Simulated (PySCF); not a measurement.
Cost of one run: spin–spin coupling job, `O=C(F)/C(=C/F)C(F)(F)F`.

Method: B3LYP/pcJ-1 indirect spin-spin coupling, non-relativistic, gas phase (PySCF 2.14.0, density-fitted response routines). Geometry: GFN2-xTB. Work: spin–spin couplings from 6 perturbed nuclei, spin–dipole term for 5 of them, density fitting. A driver script takes a list of jobs; this job's settings line and coordinates (Å) are shown.

Input:
```
{"job": {"kind": "j", "xc": "B3LYP", "basis": "pcJ-1"}, "charge": 0, "multiplicity": 1}
O     -0.921376    -2.157861     0.264328
C     -1.124513    -1.002170     0.193097
F     -2.393606    -0.521243     0.291600
C     -0.161896     0.100684     0.002408
C     -0.564478     1.375669    -0.032648
F      0.241814     2.394905    -0.188621
C      1.281522    -0.347723    -0.126550
F      1.704607    -0.933957     0.998909
F      2.119700     0.656762    -0.379314
F      1.427265    -1.232934    -1.116702
H     -1.603615     1.670539     0.067528
```

Hardware: an Arm Neoverse V1 with one thread, shared host.

How large is the basis?

280 functions for 78 electrons, with 964 fitting functions; the fitted three-index integrals, 964 × 280 × 281/2 numbers of 8 bytes, come to 290 MiB.

Question: Which is nearest to the wall time?
A. 10 min
B. 78 min
C. 9.7 s
D. 78 s

Answer: D. The run took 78 s. The SCF took 15 cycles.

The SCF part of the output:
```
coarse grid: 11480 points
cycle   1  E = -727.0378616552  dE =  1.909e+00  |g| = 1.376e+00  |ddm| = 3.336e+00
cycle   2  E = -726.1136230704  dE =  9.242e-01  |g| = 2.691e+00  |ddm| = 2.647e+00
cycle   3  E = -727.3228913074  dE = -1.209e+00  |g| = 4.310e-01  |ddm| = 2.038e+00
cycle   4  E = -727.3527160662  dE = -2.982e-02  |g| = 1.435e-01  |ddm| = 3.645e-01
cycle   5  E = -727.3554983414  dE = -2.782e-03  |g| = 4.046e-02  |ddm| = 9.217e-02
cycle   6  E = -727.3558023916  dE = -3.041e-04  |g| = 1.404e-02  |ddm| = 3.605e-02
cycle   7  E = -727.3558414704  dE = -3.908e-05  |g| = 4.403e-03  |ddm| = 1.311e-02
cycle   8  E = -727.3558451704  dE = -3.700e-06  |g| = 9.934e-04  |ddm| = 3.727e-03
final grid: 119432 points
cycle   9  E = -727.4522827803  dE = -2.771e-04  |g| = 8.165e-03  |ddm| = 2.091e-02
cycle  10  E = -727.4522623955  dE =  2.038e-05  |g| = 1.350e-02  |ddm| = 1.240e-02
cycle  11  E = -727.4522912607  dE = -2.887e-05  |g| = 2.041e-03  |ddm| = 9.036e-03
cycle  12  E = -727.4522917483  dE = -4.876e-07  |g| = 1.233e-03  |ddm| = 1.966e-03
cycle  13  E = -727.4522919798  dE = -2.315e-07  |g| = 1.535e-04  |ddm| = 7.548e-04
cycle  14  E = -727.4522919832  dE = -3.445e-09  |g| = 4.819e-05  |ddm| = 1.458e-04
cycle  15  E = -727.4522919837  dE = -4.682e-10  |g| = 1.699e-05  |ddm| = 5.061e-05
converged SCF energy = -727.4522919837
```

On the final grid dE counts from the start density on that grid.

Times come from a shared host and carry two figures at best.
